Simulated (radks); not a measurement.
Q: Species: the boron anion B-. Configuration: [He] 2s2 2p2. Calculated with a radial shooting solver on a logarithmic mesh with Libxc functionals: non-relativistic Kohn-Sham, PBEsol, spin-polarised, spherical densities, point nucleus; open shells are filled with parallel spins first; hard spherical wall at 4 bohr. Some entries of the table are withheld. Estimate them.

orbital,occ.,eigenvalue (eV),r(max) (bohr)
1s up,1,-159.8482,0.2115
1s down,1,-159.2726,0.2112
2s up,1,4.6158,1.605
2s down,1,7.0086,1.631
2p up,2,11.1196,1.694
2p down,0,13.4863,1.744
3d up,0,27.8035,(1)
3d down,0,29.7468,(2)
3s up,0,33.9210,2.946
3s down,0,35.9229,2.964
3p up,0,(3),2.941
3p down,0,(4),2.960

A: 
(1) 3d up r(max) (bohr): 2.543
(2) 3d down r(max) (bohr): 2.566
(3) 3p up eigenvalue (eV): 36.1761
(4) 3p down eigenvalue (eV): 38.2221
